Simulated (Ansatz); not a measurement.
Cu8Te. The state is a singlet with charge 0. Geometry r2SCAN-D4/def2-SVP.

```
atom   x (Å)   y (Å)   z (Å)
 Cu1   0.417  -2.136   0.921
 Cu2   0.714   2.106  -1.021
 Cu3  -0.405   1.590   1.071
 Cu4  -1.199   0.765  -1.057
 Cu5  -1.398  -0.584   0.860
 Cu6   0.989  -0.030   0.028
 Cu7   0.903   0.104  -2.285
 Cu8  -0.521  -1.503  -1.211
 Te9   0.501  -0.313   2.693
```

In the def2 sets Te takes a core potential; there is no spin–orbit coupling. Another isomer (singlet) lies 0.18 eV lower at PBE0-D4/def2-SVP; other spin states weren't run for this one.

(1) Estimate the orbital energies around the gap (eV) in Ansatz with PBE-D4/def2-SVP, r2SCAN-D4/def2-SVP, PBE0-D4/def2-SVP.

Results:

(1) 
```csv
orbital,PBE-D4/def2-SVP,r2SCAN-D4/def2-SVP,PBE0-D4/def2-SVP
HOMO−9,-5.35,-5.42,-7.11
HOMO−8,-5.32,-5.41,-7.00
HOMO−7,-5.26,-5.33,-6.98
HOMO−6,-5.20,-5.28,-6.95
HOMO−5,-5.18,-5.27,-6.89
HOMO−4,-5.13,-5.18,-6.50
HOMO−3,-5.04,-5.09,-6.23
HOMO−2,-4.95,-5.00,-5.94
HOMO−1,-4.57,-4.59,-5.23
HOMO,-4.08,-4.10,-4.59
LUMO,-3.49,-3.36,-2.77
LUMO+1,-2.68,-2.53,-1.96
LUMO+2,-2.44,-2.27,-1.63
LUMO+3,-2.11,-1.93,-1.33
LUMO+4,-1.82,-1.61,-0.97
LUMO+5,-1.08,-0.86,-0.28
```
